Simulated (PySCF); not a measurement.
Computed IR spectrum (relative IR intensity) of a molecule C5H8O3. The structure is a stationary point at PBE0-D3(BJ)/def2-SVP. One conformer was computed; it need not be the lowest. Calculation: PBE0-D3(BJ)/def2-SVP in PySCF. Harmonic, unscaled wavenumbers; measured fundamentals usually lie a few per cent lower.

```
ν (cm⁻¹)  relative intensity
--------  ------------------
232                      2.0
296                       20
325                       30
350                       21
386                      4.3
837                       13
897                      3.1
1005                      10
1026                     8.9
1060                     6.8
1089                      23
1110                      21
1153                      37
1226                      33
1253                     100
1320                      14
1325                      50
1353                      28
1394                     9.9
1416                      43
1439                      20
1465                      17
1731                      16
1864                      82
3020                      21
3084                      16
3136                     2.4
3161                     6.0
3882                      17
```

Q: Which structure fits?
(A) C=C(OC)C(=O)OC
(B) C=CC(=O)OCOC
(C) CO/C=C\C(=O)OC
(D) C=CC(=O)OCCO

A: D, C=CC(=O)OCCO
